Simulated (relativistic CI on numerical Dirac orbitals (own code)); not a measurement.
Computed by Dirac-Coulomb-Breit CI, orbitals from a KLI potential per configuration, model QED, unscaled Slater integrals (own radial code, finite nucleus).

CI space (outside the closed core [Ar]): 3d¹⁰4s, 3d¹⁰4p, 3d¹⁰4d, 3d¹⁰4f, 3d¹⁰5s, 3d¹⁰5p, 3d¹⁰5d, 3d¹⁰5f, 3d¹⁰5g, 3d¹⁰6s, 3d¹⁰6p, 3d⁹4s², 3d¹⁰6d, 3d¹⁰6f, 3d¹⁰7s, 3d⁹4s4p, 3d¹⁰8s, 3d⁹4s4d, 3d⁹4s4f, 3d⁹4s5s, 3d⁹4s5p, 3d⁹4s5d, 3d⁹4s5f. Double excitations out of closed p, d and f shells are left out; levels of such configurations are missing from the list, as are those of other unlisted configurations, and high levels can miss mixing partners.

At this charge energies of transitions that change n are usually good to better than 1 %, and those within a shell (Δn = 0) to a few per cent.

Outline of the computed level scheme of Sn XXII. Lowest level of each configuration: 3d¹⁰4s ²S1/2 at 0.000 eV; 3d¹⁰4p ²P°1/2 at 44.722 eV; 3d¹⁰4d ²D3/2 at 129.715 eV; 3d¹⁰4f ²F°5/2 at 208.809 eV; 3d¹⁰5s ²S1/2 at 271.461 eV; 3d¹⁰5p ²P°1/2 at 292.107 eV; 3d¹⁰5d ²D3/2 at 330.601 eV; 3d¹⁰5f ²F°5/2 at 365.075 eV; 3d¹⁰5g ²G7/2 at 376.705 eV.

Some strong electric-dipole decays among the lowest 16 levels: 3d¹⁰5g ²G9/2 → 3d¹⁰4f ²F°7/2 (1.1e+12 s⁻¹); 3d¹⁰5g ²G7/2 → 3d¹⁰4f ²F°5/2 (1.1e+12 s⁻¹); 3d¹⁰5s ²S1/2 → 3d¹⁰4p ²P°3/2 (4.7e+11 s⁻¹); 3d¹⁰5f ²F°7/2 → 3d¹⁰4d ²D5/2 (4.1e+11 s⁻¹); 3d¹⁰5f ²F°5/2 → 3d¹⁰4d ²D3/2 (3.7e+11 s⁻¹); 3d¹⁰5p ²P°1/2 → 3d¹⁰4d ²D3/2 (2.5e+11 s⁻¹); 3d¹⁰5p ²P°1/2 → 3d¹⁰4s ²S1/2 (2.4e+11 s⁻¹); 3d¹⁰5d ²D5/2 → 3d¹⁰4p ²P°3/2 (2.1e+11 s⁻¹).

LS names give the leading component of a level, which can be under half, so a name can repeat, a term be missing and a line seem to break the LS rules.
